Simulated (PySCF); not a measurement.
**BH6OPSi: core ionisation energies**

Compound: BH6OPSi.
Z-matrix (Å and degrees, PBE0-D3(BJ)/def2-SVP geometry), rows numbered from 1:
```
B 
P   1  1.8464
Si  2  2.2428  1  107.36
O   3  1.6622  2  111.56  1   166.11
H   1  1.2058  2  120.29  3   142.45
H   1  1.2071  2  118.34  3   -44.44
H   2  1.4187  1  108.18  3  -114.85
H   3  1.4943  2  103.53  1    44.06
H   3  1.4861  2  112.73  1   -76.12
H   4  0.9620  3  116.71  2   -54.39
```

Theory: PySCF 2.14.0, delta-SCF UKS SCAN, pcX-2 on the ionised atom, pcseg-1 elsewhere, spin-free X2C. Vertical ΔSCF values, vacuum level as zero.

**Question.** List the computed XPS lines with their assignment.

**Answer.** 
```tsv
atom(s)	environment	level	binding energy (eV)	2p1/2 (eV)	count
P2	three-coordinate phosphorus	P 2p3/2	136.10	136.98	1
P2	three-coordinate phosphorus	P 1s	2149.52	–	1
Si3	oxygen-bound silicon	Si 2p3/2	107.61	108.23	1
Si3	oxygen-bound silicon	Si 1s	1847.52	–	1
O4	silanol oxygen	O 1s	538.74	–	1
```

**Question.** Give the binding energy of O 1s of O4 in hartree and in kJ/mol.

**Answer.** 538.74 eV = 19.7983 Eh = 51981 kJ/mol.

**Question.** Which effective nuclear charge Zeff reproduces each element's mean 1s value in the hydrogen-like formula E = 13.606 eV × Zeff²?

**Answer.** O (Z = 8): mean 538.7 eV, Zeff = 6.29, Z − Zeff = 1.71; Si (Z = 14): mean 1847.5 eV, Zeff = 11.65, Z − Zeff = 2.35; P (Z = 15): mean 2149.5 eV, Zeff = 12.57, Z − Zeff = 2.43. Means run over the listed sites, weighted by atom count.

Not every level is listed. For 2p shells one spin-free hole was relaxed; a mean-field spin–orbit operator and the ground-state splitting of the three 2p orbitals were then diagonalised within the shell. The shell's mean is (2 × 2p3/2 + 2p1/2)/3, and the degeneracies 2j + 1 give areas of 2:1. 2p1/2 minus 2p3/2 (ligand field included): P 0.89 eV, Si 0.62 eV. No level of boron is listed. The structure is a single PBE0-D3(BJ)/def2-SVP conformer in the gas phase; no vibrational or solvent corrections.
